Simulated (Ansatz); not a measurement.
The B1–H2 bond of C2H7B (SMILES BCC) is stretched (multiplicity 1, the rest rigid).
Geometry at rest (charge 0, multiplicity 1):
```
atom    x (Å)    y (Å)    z (Å)
----  -------  -------  -------
B     -0.7451   1.0097   0.7393
H     -1.0555   1.2698   1.8631
H     -1.1425   1.7179  -0.1381
C      0.2045  -0.1837   0.4538
C      0.3821  -0.6374  -0.9973
H     -0.0317  -1.0298   1.1103
H      1.1699   0.1762   0.8572
H      0.6743   0.1982  -1.6362
H     -0.5510  -1.0392  -1.3976
H      1.1427  -1.4149  -1.0944
```

Frozen-core correlation.

Programs: Ansatz (Gaussian basis) for Hartree–Fock, density functionals and correlated methods. 

FIC-MRCISD+Q on CASSCF(2,2)/cc-pVDZ, total energies (hartree):

| R (Å) | CASSCF | MRCISD | weight c² of the reference |
|---|---|---|---|
| 1.195 | -104.493909 | -104.862029 | 0.88338 |
| 2.090 | -104.405430 | -104.764869 | 0.88421 |
| 3.822 | -104.341990 | -104.697143 | 0.88490 |

Question: Add the Davidson correction (E_MRCISD − E_CASSCF)(1 − c²)/c² and give the energies above the first point at the three levels.

Answer: 
Corrections (hartree): -0.048598, -0.047070, -0.046193. Above the first point (kcal/mol):
- R = 2.090 Å: CASSCF 55.5, MRCISD 61.0, with the correction 61.9
- R = 3.822 Å: CASSCF 95.3, MRCISD 103.5, with the correction 105.0

Ansatz is a first-principles code.
